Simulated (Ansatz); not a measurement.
Basis-set extrapolation for C3H7BS, SMILES `CBC(C)=S` (PBE0-D4/def2-TZVP geometry, frozen core, the Gaussian-basis code of Ansatz). Multiplicity 1, RHF reference.

|  | def2-TZVPP | def2-QZVPP |
| --- | --- | --- |
| HF | -539.932877 | -539.950578 |
| MP2 correlation | -0.786697 | -0.839871 |
| CCSD(T) correlation | -0.877253 | not run |

Energies in hartree. Use E(X) = E(∞) + A·exp(−7.88·√X) for Hartree–Fock and E(X) = E(∞) + B·X^(−2.97) for correlation, with X = 3 and 4, and add CCSD(T) minus MP2 of the smaller set to the MP2 limit.

Question: What is the CCSD(T) energy at the basis-set limit?

Answer: HF limit: -539.950578 + (-0.017701) × 0.13774 = -539.95302. MP2 limit: -0.839871 + (-0.053174) × 0.74074 = -0.87926. Higher-order term: -0.877253 − (-0.786697) = -0.09056. Total: -540.92284 hartree, 70.7 kcal/mol below CCSD(T)/def2-TZVPP.
